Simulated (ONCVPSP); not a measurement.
## Ni (Z = 28), ONCV: configuration errors across variants

- Element: Ni (Z = 28)
- Generator: ONCVPSP 4.0.1
- Type: optimised norm-conserving Vanderbilt (ONCV)
- Functional: Wu-Cohen
- Relativity: scalar-relativistic
- Frozen core: [Ne]
- Valence charge: 18
- Reference configuration: 3s2 3p6 3d8 4s2
- Partial waves: 3s+4s: rc 1.05 bohr, ncon 4, nbas 9, qcut 13 1/bohr, 2 projectors; 3p: rc 1.00 bohr, ncon 3, nbas 6, qcut 13.2 1/bohr, 2 projectors, debl 1.1 Ha; 3d: rc 0.90 bohr, ncon 4, nbas 9, qcut 14.4 1/bohr, local
- Local potential: the d channel
- Core correction: Teter function, fcfact 2.5, rcfact 1

In the p channel the program set the typed energies aside and used -2.620, 0.250 Ha.

All-electron excitation energies from the reference (eV): (1) 3s2 3p6 3d8 4s1 9.357; (2) 3s2 3p6 3d8 4s0 26.607; (3) 3s2 3p6 3d7 4s0 64.081; (4) 3s2 3p6 3d8.5 4s1.5 -1.185.

A true bound ghost makes a file unfit for plane-wave use even where its test errors are small: the radial tests pick states by their node count and pass the ghost by.

Errors AE − PS in meV (a dash: test not solved or not reliable):

```tsv
change	(1)	(2)	(3)	(4)	bound ghosts	GHOST(+) flags above zero
base	-0.3	+0.3	-15	-1.0	s	none
all radii but the core radius scaled by about 0.78 (s 0.82, p 0.78, d 0.70 bohr)	-0.5	-0.8	-4.4	-1.4	none	s
all radii but the core radius scaled by about 0.86 (s 0.90, p 0.86, d 0.78 bohr)	-0.4	-0.3	-8.8	-1.0	s	p
all radii but the core radius scaled by about 0.94 (s 0.98, p 0.94, d 0.84 bohr)	-0.3	0.0	-11	-0.9	s	p
all radii but the core radius scaled by about 1.06 (s 1.12, p 1.06, d 0.96 bohr)	-0.3	+0.5	-18	-1.2	s	none
all radii but the core radius scaled by about 1.12 (s 1.18, p 1.12, d 1.00 bohr)	-0.3	+0.6	-21	-1.4	s	none
all radii but the core radius scaled by about 1.18 (s 1.24, p 1.18, d 1.06 bohr)	-0.8	+0.3	-26	-0.7	s	none
all radii but the core radius scaled by about 1.26 (s 1.32, p 1.26, d 1.14 bohr)	-0.6	+0.7	-32	-1.5	s	none
```

Task: Give the same row for: all radii but the core radius scaled by about 1.32 (s 1.38, p 1.32, d 1.18 bohr).

Result: -0.5, +0.9, -36, -1.9; bound ghosts: s; GHOST(+) flags above zero: none.
